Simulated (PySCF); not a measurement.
An element was calculated at PBE0 (PySCF 2.14, spin-free X2C, a triple-zeta basis, no spin-orbit coupling), in the ground configurations that NIST lists.

```
first ionisation energy  : 10.168 eV
second ionisation energy : 18.828 eV
third ionisation energy  : 35.137 eV
```

Which element is it?

Mercury (Hg, Z = 80), in ANO-RCC-VTZP. NIST lists 10.438, 18.757, 34.49 ± 0.05 eV for these ionisation energies.
